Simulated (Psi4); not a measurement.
Intermolecular potential of COS ··· Na+ (SMILES O=C=S and [Na+]) (charge +1). Monomers: optimised at B3LYP-D3(BJ) (def2-TZVP), held rigid. Orientation: lowest of the rigid-body minima from ten starts at GFN2-xTB (searched outside a hard wall at short contacts). Only R, the distance of the centres of mass, is varied, so the lowest point isn't the relaxed dimer. The shortest distances reach bonding range, where SAPT0 and rigid monomers are unreliable.

- PBE/def2-TZVP, counterpoise-corrected (Psi4)
- PBE-D3(BJ)/def2-TZVP, counterpoise-corrected (Psi4)
- wB97X-V/def2-TZVP, counterpoise-corrected (Psi4)

Interaction energies in kcal/mol; the last columns give the difference from wB97X-V:

| R / Å | PBE/def2-TZVP | PBE-D3(BJ)/def2-TZVP | wB97X-V/def2-TZVP | PBE/def2-TZVP − wB97X-V/def2-TZVP | PBE-D3(BJ)/def2-TZVP − wB97X-V/def2-TZVP |
|---|---|---|---|---|---|
| 3.80 | -14.42 | -15.00 | -14.42 | 0.01 | -0.58 |
| 3.99 | -14.87 | -15.42 | -14.83 | -0.05 | -0.59 |
| 4.19 | -13.58 | -14.11 | -13.49 | -0.10 | -0.63 |
| 4.49 | -10.93 | -11.79 | -10.80 | -0.13 | -1.00 |
| 4.78 | -8.64 | -9.50 | -8.52 | -0.12 | -0.98 |
| 5.30 | -5.75 | -6.36 | -5.68 | -0.07 | -0.67 |
| 5.99 | -3.63 | -3.95 | -3.60 | -0.03 | -0.35 |
| 7.03 | -2.11 | -2.22 | -2.09 | -0.02 | -0.13 |
| 8.28 | -1.28 | -1.31 | -1.25 | -0.02 | -0.06 |

PBE/def2-TZVP is furthest from wB97X-V/def2-TZVP at 4.49 (-0.13 kcal/mol, below); its mean absolute difference over the points is 0.06 kcal/mol.

PBE-D3(BJ)/def2-TZVP is furthest from wB97X-V/def2-TZVP at 4.49 (-1.00 kcal/mol, below); its mean absolute difference over the points is 0.55 kcal/mol.
